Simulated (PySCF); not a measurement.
**Kr⁶⁺: ionisation energy**

Kr⁶⁺ [Ar] 3d10 4s2 (1S) → Kr⁷⁺ [Ar] 3d10 4s1 (2S), as a difference of total energies. All numbers are calculated (PySCF 2.14, scalar relativity by spin-free X2C-1e, in an uncontracted even-tempered set (21 s from 0.14 bohr⁻², ratio 2.5; 15 p from 0.18 bohr⁻², ratio 2.5; 10 d from 0.33 bohr⁻², ratio 2.5; 6 f from 1.4 bohr⁻², ratio 2.7; 5 g from 2.1 bohr⁻², ratio 2.7)). The calculations carry no spin-orbit coupling.

```
method  ionisation energy (eV)  difference from reference (eV)
   UHF                  106.98                           -2.15
  TPSS                  109.27                           +0.14
revPBE                  109.51                           +0.38
```

Reference: 109.13 ± 0.05 eV (theoretical estimate listed by NIST; NIST Atomic Spectra Database, ionization energies).
